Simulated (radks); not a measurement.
Task: Ionisation ladder of calcium, from Ca XIII to Ca XV. Each ion is in the ground configuration listed by NIST, and IE = E(next ion) - E(this ion). Method: non-relativistic Kohn-Sham, TPSS, spin-polarised, spherical densities, point nucleus; open shells are filled with parallel spins first; meta-GGA in the generalised Kohn-Sham scheme; computed with a radial shooting solver on a logarithmic mesh with Libxc functionals.

species  configuration  IE, Delta-SCF (eV)  <r> HOMO (bohr)
Ca XIII   [He] 2s2 2p4                   ?            0.307
Ca XIV    [He] 2s2 2p3              820.03            0.297
Ca XV     [He] 2s2 2p2              894.63            0.290

Estimate the withheld Delta-SCF values.

Result: Ca XIII: 724.31 eV (NIST 729).
